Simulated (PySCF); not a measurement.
A structure optimised at PBE-D3(BJ)/def2-TZVP, used in a PySCF frequency run:

```
Zr
F 1 1.8514
F 1 1.8514 2 108.42
F 1 1.8514 2 108.42 3 117.51
```
Charge +1, spin multiplicity 1.

Write its SMILES, formula and point group.

[F][Zr+]([F])[F], F3Zr, C3v

What are its rotational constants (standard atomic weights)?

5.0312, 5.0312, 2.9487 GHz
